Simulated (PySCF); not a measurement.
Molecule: In(OAc)(OH)2, SMILES CC(=O)[O][In]([OH])[OH] (C2H5InO4). Atoms near the plane z = 0.0 Å, at the B3LYP/def2-SVP optimised geometry (x, y, z in Å): In1 (-2.2, -1.5, 0.0), O2 (0.1, -1.5, 0.0), C3 (0.1, -0.2, 0.0), C4 (1.4, 0.5, 0.1), O5 (-1.0, 0.4, 0.0), H6 (1.3, 1.5, -0.2), H7 (2.2, 0.0, -0.5).

Computed with B3LYP/def2-TZVP, def2 effective core potentials past Kr run with PySCF 2.14.0. The core electrons that the potentials of In replace are not part of the density. Cells within 0.4 Å of a nucleus heavier than hydrogen are left out (blank, or x). The values are rescaled to run from 0 to 1.

```
|0000000000000000000000000000000|
|0000000000000000000000000000000|
|0000000000000000000000000000000|
|0000000000000000000000000000000|
|0000000000000000000000000000000|
|0000000000000000011111000000000|
|0000000000000000122222210000000|
|0000000000111111233443321000000|
|0000000011222222345554432100000|
|0000000123334333456665432100000|
|0000001234455544456776543210000|
|0000001245666654567776643210000|
|0000012346788765567777654321000|
|00001123568xx876677xx7765321000|
|00011234568xx877777xx7765431000|
|001123445678888xx77777765431000|
|01123445566777xxx77666665421000|
|012345666666667x876555554321000|
|1234567888766678876544443210000|
|1234578xx986678xx76543332110000|
|1234579xxx8667xxx86543211000000|
|1234579xx986678xx76532110000000|
|1234567898765677765432100000000|
|1233456776555566654321000000000|
|1123445555444444443321000000000|
|0122334444333333332210000000000|
|0012223332222222211000000000000|
|0001112221110000000000000000000|
|0000011110000000000000000000000|
|0000000000000000000000000000000|
|0000000000000000000000000000000|
```
Scale: ten equal steps from 0.000 (start of '0') to 1.00 (end of '9'), in the order '0123456789'; x runs from -4.50 to 4.50, y from -4.50 (bottom) to 4.50 (top).

Task: Which quantity is mapped?
A) log10 of the electron density
B) an orbital amplitude
C) deformation density (molecule minus spherical neutral atoms)
D) electrostatic potential

Result: A, log10 of the electron density. In full: log10 of the electron density (e/bohr³), floored at −4.
